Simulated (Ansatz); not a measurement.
This geometry of C$_{2}$H$_{5}$LiSi (9 atoms, charge 0, multiplicity 1) is a first-order saddle point.

The calculation used RKS revPBE-D4/def2-SVP (Ansatz).

```xyz
9
Properties=species:S:1:pos:R:3
Li -1.734 -0.133 2.643
Si -0.412 0.035 0.605
C -0.315 1.616 -0.160
C 0.600 -1.266 -0.400
H -0.828 2.506 0.249
H 0.255 1.819 -1.088
H 0.561 -2.277 0.055
H 1.666 -0.959 -0.465
H 0.208 -1.341 -1.437
```

(1) Which two structures does it join? (They come from a converged band through this point; their orientation in space is the band's.)

(2) How far does it lie above each of them?

## Answers

(1) No bond is made or broken. The dihedral Li1–Si2–C4–H8 goes from 180 to -59°. The two ends are copies of one structure, up to a mirror image or an exchange of like atoms.

First end point:

```xyz
9
Properties=species:S:1:pos:R:3
Li -2.106 -0.255 2.337
Si -0.492 0.030 0.528
C -0.211 1.652 -0.089
C 0.594 -1.261 -0.403
H -0.738 2.537 0.314
H 0.499 1.887 -0.905
H 1.275 -1.793 0.295
H 1.211 -0.762 -1.179
H -0.033 -2.034 -0.897
```

Last end point:

```xyz
9
Properties=species:S:1:pos:R:3
Li -1.636 -0.130 2.696
Si -0.395 0.053 0.603
C -0.388 1.606 -0.222
C 0.640 -1.250 -0.369
H -0.925 2.488 0.172
H 0.145 1.795 -1.174
H 0.014 -2.117 -0.671
H 1.471 -1.650 0.251
H 1.073 -0.796 -1.285
```

(2) 0.6 kcal/mol above the first and 0.6 kcal/mol above the second. This is the barrier of this one path; another mechanism may lie lower.

Time of the run: 2.2 min on 1 thread of Arm Neoverse V2 (shared host), peak memory 0.25 GiB.
